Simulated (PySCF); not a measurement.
A run for PySCF: R-B3LYP/LANL2DZ on CH7NS (a complex), monomers drawn apart or pushed together.

```python
from pyscf import gto, scf, dft, mp
from pyscf.data.elements import chemcore

mol = gto.M(
    atom='''
    S     0.29857264    0.13114982   -0.13144644
    H     0.51332135    0.25786417    1.20852788
    H     0.57665370   -1.18196172   -0.12453179
    C    -0.67104871   -0.36975137    3.43227662
    N     0.53459669    0.38027886    3.07286954
    H    -0.55947346   -1.40347540    3.10336452
    H    -1.52363534    0.04910002    2.89714889
    H    -0.90239616   -0.37361866    4.50392199
    H     1.35518479   -0.00465921    3.52484801
    H     0.46105322    1.34900445    3.35983195
    ''',
    basis='lanl2dz',
    ecp={'S': 'lanl2dz'},
    charge=0, spin=0, verbose=3, max_memory=1800)
mf = dft.RKS(mol, xc='b3lyp')
mf.conv_tol = 1e-8
mf.max_cycle = 100
mf.kernel()
if not mf.converged:
    mf = mf.newton().run(mf.mo_coeff, mf.mo_occ)
```

It printed:

```
converged SCF energy = -107.140987264705
```

The calculation finished and met its thresholds.

Cost: roughly 4 core-seconds.
